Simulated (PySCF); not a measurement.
## Nd⁺ (neodymium, charge +1) across methods

[Xe] 4f3 5d1 6s1, one real determinant (an excited configuration). Computed with PySCF 2.14 in ANO-RCC-VTZP (8s7p5d3f2g1h, 104 functions), with scalar relativity by spin-free X2C-1e.

| method | E (hartree) | mean ε 4f α (eV) | mean ε 5d α (eV) | mean ε 6s α (eV) | Σ⟨r²⟩ (bohr²) | ⟨S²⟩ |
| --- | --- | --- | --- | --- | --- | --- |
| PBE0 | -9622.29 | -17.236 | -10.367 | -9.711 | 64.05 | 8.752 |
| r2SCAN | -9622.65 | -15.282 | -9.687 | -9.290 | 64.10 | 8.754 |
| UHF | -9619.05044 | -24.798 | -12.865 | -10.828 | 65.07 | 8.757 |
| LDA | -9614.89 | -14.547 | -9.246 | -9.500 | 64.01 | 8.751 |
| PBE | -9622.30 | -14.544 | -9.363 | -9.183 | 64.09 | 8.752 |

⟨L²⟩ = 40.03 against 72 for a pure L term, so this real determinant mixes terms. Spin-orbit coupling, absent here, splits the open shell strongly.
